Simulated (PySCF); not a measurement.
Species: C5H7F2 (doublet state).
Atom-mapped SMILES: `[F:1][C:2]1[CH2:3][CH2:4][CH2:5][C@@H:6]1[F:7]` (hydrogens: H8, H9 on C3; H10, H11 on C4; H12, H13 on C5; H14 on C6)

Geometry (GFN2-xTB, Å), atoms numbered from 1 in this order:
```xyz
14
C5H7F2 angstrom
F     -1.5835    2.0042    0.4418
C     -0.7958    0.9121    0.4389
C     -1.2835   -0.3781   -0.1012
C      0.0041   -1.2057   -0.1887
C      1.1117   -0.1692   -0.4173
C      0.6781    1.0407    0.4129
F      1.2241    0.9365    1.7030
H     -2.0431   -0.8411    0.5342
H     -1.7407   -0.2353   -1.0900
H      0.1765   -1.7191    0.7569
H     -0.0315   -1.9468   -0.9842
H      1.1553    0.1193   -1.4676
H      2.0914   -0.5280   -0.1076
H      1.0363    2.0101    0.0469
```

The hyperfine couplings belong to this conformer and change with its torsions.

The calculation used PySCF 2.14.0, UKS B3LYP, pcH-1 on C F H, non-relativistic, mean-field spin-orbit, GIAO. Geometry: GFN2-xTB, one conformer, isolated molecule. Couplings are sensitive to structure, and on GFN2-xTB geometries they can be far from those on DFT ones. The SCF solution wasn't tested for stability.

(1) Break the g tensor into its mass correction, gauge correction and orbital-Zeeman/spin–orbit terms.

(2) What are the electron Larmor frequencies g μB B/h along the three axes at 350 mT?

(3) What effective moment and Curie constant follow for a powder?

(4) In a frozen sample, at which fields do the three g values resonate at 9.5, 34, 94 and 263 GHz (hyperfine left aside), and which band first spreads them over more than twice a line width of 0.3 mT?

Answers

(1) 
```
                    Δg (ppm)     1     2     3
relativistic mass correction  -208  -208  -208
            gauge correction    17    57    40
   orbital Zeeman/spin–orbit  -277  1285  2426
                       total  -467  1134  2259
```

So g = 2.00185, 2.00345, 2.00458 and g_iso = 2.00329; the tensor is rhombic: the two nearest values differ by 41 % of g3 − g1. 

(2) 9.8064, 9.8143, 9.8198 GHz for g1, g2 and g3, a range of 13.4 MHz.

(3) With the mean of g² = 4.0132 and S(S+1) = 0.75: μ_eff = √(⟨g²⟩S(S+1)) = 1.735 μB and χT = 0.12505·⟨g²⟩·S(S+1) = 0.376 cm³ K/mol (cgs; spin-Hamiltonian part alone).

(4) 
| band | GHz | B(g3) mT | B(g2) mT | B(g1) mT | spread mT |
| --- | --- | --- | --- | --- | --- |
| X | 9.5 | 338.60 | 338.79 | 339.06 | 0.46 |
| Q | 34.0 | 1211.84 | 1212.52 | 1213.49 | 1.65 |
| W | 94.0 | 3350.37 | 3352.26 | 3354.94 | 4.56 |
| J | 263.0 | 9373.92 | 9379.18 | 9386.69 | 12.76 |

The spread grows in proportion to the frequency. Q band is the first where it exceeds 0.6 mT.

Largest spin populations (Mulliken): C2 (+0.86), C3 (-0.07), F1 (+0.06) and H9 (+0.06). C2 is the only atom above +0.15. The angles at C2 add up to 355.2°, so it is nearly planar.

The HOMO–LUMO gaps are 6.71 eV among the α and 6.86 eV among the β orbitals.

On one thread of an Arm Neoverse N1, no GPU, shared host, this took 74 s wall (with the writing of density and orbital grids) and 0.93 GiB of memory at its peak.
